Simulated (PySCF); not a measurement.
Spectrum to structure. Level of theory: TDDFT wB97X-D/def2-SVPD, vertical, gas phase, core orbitals frozen in the response in PySCF 2.14.0, density-fitted response routines. Geometries: PBE0-D3(BJ)/def2-SVP, one conformer each.

```json
{"state": "S1", "E (eV)": "5.03", "f": "0.0017", "main configurations (H = HOMO, L = LUMO)": "H-1→L (77%), H-1→L+1 (12%)"}
{"state": "S2", "E (eV)": "5.79", "f": "0.090", "main configurations (H = HOMO, L = LUMO)": "H→L (94%)"}
{"state": "S3", "E (eV)": "6.37", "f": "0.353", "main configurations (H = HOMO, L = LUMO)": "H→L+1 (90%)"}
{"state": "S4", "E (eV)": "6.78", "f": "0.0082", "main configurations (H = HOMO, L = LUMO)": "H-2→L (59%), H-1→L+1 (13%)"}
{"state": "S5", "E (eV)": "7.01", "f": "0.044", "main configurations (H = HOMO, L = LUMO)": "H→L+2 (73%), H→L+3 (12%)"}
{"state": "S6", "E (eV)": "7.14", "f": "0.037", "main configurations (H = HOMO, L = LUMO)": "H-1→L+1 (55%), H-2→L (20%), H-1→L (10%)"}
{"state": "S7", "E (eV)": "7.43", "f": "0.0063", "main configurations (H = HOMO, L = LUMO)": "H→L+4 (54%), H→L+3 (18%), H-3→L (11%)"}
{"state": "S8", "E (eV)": "7.61", "f": "0.052", "main configurations (H = HOMO, L = LUMO)": "H-3→L (58%), H→L+3 (21%)"}
{"state": "S9", "E (eV)": "7.72", "f": "0.023", "main configurations (H = HOMO, L = LUMO)": "H→L+3 (25%), H→L+4 (23%), H-1→L+2 (14%)"}
{"state": "S10", "E (eV)": "7.76", "f": "0.0088", "main configurations (H = HOMO, L = LUMO)": "H-1→L+2 (45%), H-1→L+5 (13%), H→L+3 (13%)"}
```

Orbital energies (eV): HOMO-3 -11.12, HOMO-2 -10.82, HOMO-1 -9.61, HOMO -8.94, LUMO 1.07, LUMO+1 1.60, LUMO+2 1.85.

Task: Which candidate is it? All have the formula C6H12BNO.
A. `C[NH2+][B@H-](C)C1=CC=CO1`
B. `C/C=C/N(C=O)B(C)C`
C. `C1([B@@H-](C#N)[O+](C)C)CC1`
D. `[BH3-][O+]1C[C@@H](C)C[C@@H]1C#N`

Result: B. Its S1, at 5.03 eV, is the lowest among the candidates; the nearest of the others has S1 at 5.89 eV. S1 is HOMO-1→LUMO (77%), HOMO-1→LUMO+1 (12%). Löwdin shares by element: HOMO carbon 50% or more, nitrogen 20%, oxygen 8% (atoms not listed hold the other 23%); LUMO boron 22%, carbon 22% or more, oxygen 16%, nitrogen 12% (atoms not listed hold the other 28%). At the same level the other candidates give, for their lowest levels:
- `[BH3-][O+]1C[C@@H](C)C[C@@H]1C#N`: 7.19 eV (f 0.001); 7.34 eV (f 0.000); 7.66 eV (f 0.003); 7.79 eV (f 0.039); 7.92 eV (f 0.012); T1 6.23 eV; HOMO -9.98, LUMO 1.37 eV
- `C[O+](C)[B@H-](C#N)C1CC1`: 6.87 eV (f 0.002); 7.59 eV (f 0.005); 7.80 eV (f 0.006); 7.97 eV (f 0.030); 8.02 eV (f 0.002); T1 6.12 eV; HOMO -9.83, LUMO 1.75 eV
- `C[NH2+][B@H-](C)c1ccco1`: 5.89 eV (f 0.143); 6.04 eV (f 0.112); 6.69 eV (f 0.008); 6.91 eV (f 0.014); 6.96 eV (f 0.011); T1 3.99 eV; HOMO -7.68, LUMO 1.69 eV

Conformer computed: `[CH3:1]/[CH:2]=[CH:3]/[N:4]([CH:5]=[O:6])[B:7]([CH3:8])[CH3:9]`: C2–C3–N4–C5 44°, C3–N4–C5–O6 -170°, C3–N4–B7–C8 -175°.
Triplets come from the Tamm–Dancoff approximation.
